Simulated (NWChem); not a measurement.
Species: AlH₃S; SMILES [AlH2][SH]

```xyz
5

Al     0.0174    -1.1197     0.0000
H      1.4228    -1.8470     0.0000
H     -1.3843    -1.8595     0.0000
S      0.0635     1.0659     0.0000
H     -1.2807     1.2079     0.0000
```
Atoms are numbered in this order, from 1.

Computed with NWChem. Pople sets run with spherical d functions. The geometry was optimised at PBE0/def2-SVP. Vertical excitations in the gas phase; the lowest state need not have the same character in each row.

| level | lowest excitation, singlet (eV) | orbital gap (eV) |
|---|---|---|
| PBE/6-31+G*, TDA | 5.08 | 4.46 |
| B3LYP/6-31+G*, TDA | 5.39 | 5.89 |
| LDA (Slater exchange, VWN5)/6-31+G*, TDA | 5.07 | 4.37 |
| Hartree-Fock/6-31+G*, CIS | 6.76 | 11.34 |
